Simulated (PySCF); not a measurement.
C5H7O, doublet, at a GFN2-xTB geometry, with bond 13-6 at 2.0 times its length; DF-TPSS/6-31G** in PySCF.

Input for PySCF:
```python
from pyscf import gto, scf, dft

mol = gto.Mole()
mol.atom = '''
    O    -1.825733   -0.649712    0.898800
    C    -0.773759   -0.313138    0.370829
    C     0.473073   -0.995444    0.423510
    C     1.516697   -0.299466   -0.343964
    C     0.933524    1.096905   -0.615623
    C    -0.581301    0.921051   -0.505040
    H     0.621675   -1.934753    0.925961
    H     2.474686   -0.273179    0.182130
    H     1.701931   -0.833568   -1.285817
    H     1.282223    1.788566    0.152385
    H     1.238137    1.488069   -1.584927
    H    -1.033182    0.718006   -1.478615
    H    -1.596703    2.649158    0.345456
'''
mol.basis = '6-31g**'
mol.charge = 0
mol.spin = 1
mol.verbose = 4
mol.build()

mf = dft.UKS(mol)
mf.xc = 'tpss'
mf.conv_tol_grad = 1e-7
mf = mf.density_fit(auxbasis='def2-universal-jkfit')
mf.kernel()
```

Output, abridged:

```
PySCF version 2.14.0

[INPUT] verbose = 4
[INPUT] num. atoms = 13
[INPUT] num. electrons = 45
[INPUT] charge = 0
[INPUT] spin (= nelec alpha-beta = 2S) = 1
[INPUT] symmetry False subgroup None
[INPUT] Mole.unit = angstrom
[INPUT] Symbol           X                Y                Z      unit          X                Y                Z       unit  Magmom
[...]
nuclear repulsion = 223.406876081317
number of shells = 57
number of NR pGTOs = 211
number of NR cGTOs = 119
basis = 6-31g**
ecp = {}

******** <class 'pyscf.df.df_jk.DFUKS'> ********
method = DFUKS
initial guess = minao
damping factor = 0
level_shift factor = 0
DIIS = <class 'pyscf.scf.diis.CDIIS'>
diis_start_cycle = 1
diis_space = 8
diis_damp = 0
SCF conv_tol = 1e-09
SCF conv_tol_grad = 1e-07
SCF max_cycles = 50
direct_scf = False
number electrons alpha = 23  beta = 22
XC library pyscf.dft.libxc version 7.1.2
    S. Lehtola, C. Steigemann, M. J. T. Oliveira, and M. A. L. Marques,  SoftwareX 7, 1–5 (2018)
XC functionals = tpss
    J. Tao, J. P. Perdew, V. N. Staroverov, and G. E. Scuseria,  Phys. Rev. Lett. 91, 146401 (2003)
    J. P. Perdew, J. Tao, V. N. Staroverov, and G. E. Scuseria,  J. Chem. Phys. 120, 6898 (2004)
    J. Tao, J. P. Perdew, V. N. Staroverov, and G. E. Scuseria,  Phys. Rev. Lett. 91, 146401 (2003)
    J. P. Perdew, J. Tao, V. N. Staroverov, and G. E. Scuseria,  J. Chem. Phys. 120, 6898 (2004)
radial grids:
    Treutler-Ahlrichs [JCP 102, 346 (1995); DOI:10.1063/1.469408] (M4) radial grids

becke partition: Becke, JCP 88, 2547 (1988); DOI:10.1063/1.454033
pruning grids: <function nwchem_prune>
grids dens level: 3
symmetrized grids: False
atomic radii adjust function: <function treutler_atomic_radii_adjust>
small_rho_cutoff = 0
tot grids = 153328
init E= -270.345958562989

cycle= 1 E= -269.593843028553  delta_E= 0.752  |g|= 0.656  |ddm|= 2.44
cycle= 2 E= -266.51519274588  delta_E= 3.08  |g|= 1.96  |ddm|= 2.63
cycle= 3 E= -269.622821773162  delta_E= -3.11  |g|= 0.549  |ddm|=  2.5
cycle= 4 E= -269.70295658115  delta_E= -0.0801  |g|= 0.317  |ddm|= 0.914
cycle= 5 E= -269.768485185593  delta_E= -0.0655  |g|= 0.248  |ddm|= 0.797
cycle= 6 E= -269.822675897267  delta_E= -0.0542  |g|= 0.0489  |ddm|= 0.291
cycle= 7 E= -269.824297979126  delta_E= -0.00162  |g|= 0.0321  |ddm|= 0.12
cycle= 8 E= -269.824981195886  delta_E= -0.000683  |g|= 0.0116  |ddm|= 0.0516
cycle= 9 E= -269.825311144753  delta_E= -0.00033  |g|= 0.00641  |ddm|= 0.0327
[...]
cycle= 22 E= -269.824097038608  delta_E= -3.65e-11  |g|= 1.36e-05  |ddm|= 4.84e-05
cycle= 23 E= -269.824097038767  delta_E= -1.6e-10  |g|= 2.39e-06  |ddm|= 3.83e-05
cycle= 24 E= -269.82409703876  delta_E= 6.93e-12  |g|= 2.89e-06  |ddm|= 1.31e-05
cycle= 25 E= -269.824097038767  delta_E= -6.71e-12  |g|= 5.41e-07  |ddm|= 6.78e-06
cycle= 26 E= -269.824097038767  delta_E= 4.55e-13  |g|= 3.73e-07  |ddm|= 1.45e-06
cycle= 27 E= -269.824097038768  delta_E= -1.02e-12  |g|= 2.52e-07  |ddm|= 6.05e-07
cycle= 28 E= -269.824097038766  delta_E= 1.48e-12  |g|= 2.52e-07  |ddm|= 1.84e-07
cycle= 29 E= -269.824097038766  delta_E= -2.27e-13  |g|= 2.53e-07  |ddm|= 2.3e-07
cycle= 30 E= -269.824097038768  delta_E= -1.48e-12  |g|= 3.09e-07  |ddm|= 9.6e-07
cycle= 31 E= -269.824097038769  delta_E= -1.36e-12  |g|= 2.87e-07  |ddm|= 4.61e-07
cycle= 32 E= -269.824097038767  delta_E= 1.93e-12  |g|= 2.94e-07  |ddm|= 6e-08
cycle= 33 E= -269.824097038771  delta_E= -3.18e-12  |g|= 3.21e-07  |ddm|= 3.7e-07
cycle= 34 E= -269.824097038768  delta_E= 2.27e-12  |g|= 3.07e-07  |ddm|= 7.37e-08
cycle= 35 E= -269.824097038769  delta_E= -9.09e-13  |g|= 3.09e-07  |ddm|= 1.98e-08
cycle= 36 E= -269.824097038769  delta_E= -2.27e-13  |g|= 3.09e-07  |ddm|= 7.5e-08
cycle= 37 E= -269.82409703877  delta_E= -4.55e-13  |g|= 3.12e-07  |ddm|= 8.84e-08
cycle= 38 E= -269.82409703877  delta_E=    0  |g|= 3.58e-07  |ddm|= 1.17e-06
cycle= 39 E= -269.824097038769  delta_E= 9.09e-13  |g|= 4.25e-07  |ddm|= 4.19e-07
cycle= 40 E= -269.82409703877  delta_E= -7.96e-13  |g|= 3.45e-07  |ddm|= 3.35e-07
cycle= 41 E= -269.82409703877  delta_E= -4.55e-13  |g|= 4.26e-07  |ddm|= 7.04e-07
cycle= 42 E= -269.824097038771  delta_E= -5.68e-13  |g|= 3.96e-07  |ddm|= 1.01e-07
cycle= 43 E= -269.824097038771  delta_E= -3.41e-13  |g|= 4.01e-07  |ddm|= 3.92e-08
cycle= 44 E= -269.824097038773  delta_E= -1.48e-12  |g|= 4.04e-07  |ddm|= 5.39e-08
cycle= 45 E= -269.824097038769  delta_E= 3.52e-12  |g|= 4.07e-07  |ddm|= 7.85e-08
cycle= 46 E= -269.82409703877  delta_E= -1.36e-12  |g|= 4.17e-07  |ddm|= 9.78e-07
cycle= 47 E= -269.82409703877  delta_E= 7.96e-13  |g|= 4.09e-07  |ddm|= 8.37e-07
cycle= 48 E= -269.82409703877  delta_E= -7.96e-13  |g|= 4.22e-07  |ddm|= 2.76e-07
cycle= 49 E= -269.824097038772  delta_E= -1.36e-12  |g|= 5e-07  |ddm|= 1.38e-06
cycle= 50 E= -269.824097038773  delta_E= -9.09e-13  |g|= 4.45e-07  |ddm|= 3.88e-07
SCF not converged.
SCF energy = -269.824097038773 after 50 cycles  <S^2> = 0.77261842  2S+1 = 2.022492
```

Convergence was not reached.
